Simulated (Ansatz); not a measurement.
```tsv
atom	x (Å)	y (Å)	z (Å)
C	-0.0029	-0.0458	-0.6317
N	0.0249	-0.0982	0.6485
H	0.0352	0.9194	1.0597
H	-0.0159	-0.9979	-1.1867
H	-0.0394	0.8813	-1.2322
```

Basis set: 6-31G* (spherical functions). Frozen core: 2 orbitals. Charge 0, multiplicity 1.

Computed with Ansatz (development build ahead of 0.2.0); each method stands on the lowest determinant of its kind that the runs found. Restricted open shells among the atoms or ions are ROHF, correlated in semicanonical orbitals with singles.

Problem. Give the atomization energy at this shape (free ground-state atoms in the same class of orbitals less the molecule, no zero-point energy) of singlet CH₃N by RHF-MP2, RHF.

Solution.

| method | atomization energy |
| --- | --- |
| RHF-MP2 | 17.06 eV |
| RHF | 12.68 eV |
